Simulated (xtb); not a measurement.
selenophene (C4H4Se), singlet, at a GFN2-xTB geometry. Base run: xtb with GFN2-xTB.

Geometry (Å):
```xyz
9

C      0.5297    -1.7001    -0.3640
C     -0.8778    -1.5435    -0.3882
C     -1.3086    -0.2853    -0.1205
Se     0.0946     0.8818     0.2045
C      1.2172    -0.5664    -0.0770
H      1.0109    -2.6440    -0.5582
H     -1.5477    -2.3593    -0.6022
H     -2.3284     0.0535    -0.0868
H      2.2848    -0.4598    -0.0075
```
All else is at xtb's defaults.
Base energy -13.73507 Eh.

Variants of this job, named by their change:

| change | ΔE vs base (mEh) | HOMO-LUMO gap (eV) | dipole (D) | G_solv (kcal/mol) | SCF cycles |
|---|---|---|---|---|---|
| base | 0.000 | 3.74 | 0.94 | - | 11 |
| acc = 0.0001 | 0.000 | 3.74 | 0.94 | - | 16 |
| gbsa = chcl3 | -5.468 | 3.75 | 1.06 | -3.47 | 10 |
| file = coord | 0.000 | 3.74 | 0.94 | - | 11 |
| gbsa = thf | -6.347 | 3.76 | 1.10 | -4.06 | 11 |
| acc = 0.1 | 0.000 | 3.74 | 0.94 | - | 13 |
| alpb = benzene | -6.007 | 3.75 | 1.00 | -3.78 | 11 |
| alpb = dmf | -6.990 | 3.75 | 1.05 | -4.43 | 11 |

ALPB and GBSA are two models with their own fitted parameters for each solvent, which aren't always the measured dielectric constant.
